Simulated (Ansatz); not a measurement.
Cost and result for the atomization energy of CH7BGeO (`[BH2][GeH2][O]C`) (11 atoms, 10 bonds).

```xyz
11

B    -1.9459   -1.3099    0.7777
Ge   -0.1171   -0.3893    0.6994
O     0.0336    0.4330   -0.8806
C     1.2203    1.1344   -1.1456
H    -2.7082   -1.2489   -0.1371
H    -2.2587   -1.9205    1.7555
H     0.0727    0.6808    1.8039
H     1.0670   -1.3808    0.8266
H     1.3904    1.9486   -0.4272
H     2.1022    0.4787   -1.1292
H     1.1438    1.5739   -2.1434
```

Total charge 0; spin multiplicity 1. Correlated methods include outer-core shells of Ge, which these sets cover unevenly. Scalar relativity is left out up to krypton. The geometry is a stationary point of PBE0-D4/def2-TZVP. It is one conformer, not always the lowest. Program: Ansatz. All runs use 4 threads of an Arm Neoverse V1 on a shared host. Times are those of one run each, without the atoms' runs, and a repeat can differ threefold. Electronic energies, without spin–orbit coupling; frozen cores. CCSD(T)/CBS adds CCSD(T) − MP2 in def2-TZVPP to the MP2 limit, and its time is that of the two runs behind it. T1 = 0.012. With those shells the extrapolation isn't a true limit. B3LYP takes the VWN-RPA correlation (the form of Gaussian; ORCA's B3LYP/G).

CCSD(T)/CBS is a level of theory with its own doubt, some kJ/mol a heavy atom from the limit and from the frozen cores, so smaller differences don't rank the functionals.

```tsv
level	functions	wall time	atomization (kcal/mol)	difference from CCSD(T)/CBS	per bond
PBE-D4/def2-TZVPP (with forces)	239	2.7 s	874.7	5.9	0.6
PBE0-D4/def2-TZVPP	239	3.3 s	863.8	-5.0	-0.5
B3LYP-D4/def2-TZVPP (with forces)	239	4.4 s	867.6	-1.2	-0.1
B2PLYP/def2-TZVPP	239	5.5 s	859.4	-9.4	-0.9
r2SCAN-D4/def2-TZVPP (with forces)	239	6 s	870.7	1.9	0.2
ωB97X-V/def2-TZVPP	239	8.5 s	872.0	3.2	0.3
ωB97M-V/def2-TZVPP (with forces)	239	12 s	867.3	-1.5	-0.1
MP2/def2-QZVPP	470	31 s	866.8	-2.0	-0.2
CCSD(T)/def2-TZVPP	239	2.8 min	850.9	-17.9	-1.8
CCSD(T)/CBS(def2)	–	3.4 min	868.8	0.0	0.0
```

The D4 term adds +6.9 kcal/mol with B3LYP and +3.6 kcal/mol with PBE0; it sums over pairs of atoms, weighted by their polarisabilities, and B3LYP, whose exchange is more repulsive, gets the larger term. In def2-TZVPP, CCSD(T) changes the Hartree–Fock value by +207.7 kcal/mol (the triples alone add +10.1 kcal/mol) and MP2 by +213.2 kcal/mol; breaking electron pairs costs correlation energy, which Hartree–Fock lacks. From PBE to PBE0 (25 % exact exchange), in def2-TZVPP and without D4, the atomization energy moves by −10.2 kcal/mol: exact exchange takes away binding that semilocal exchange gives to molecules.
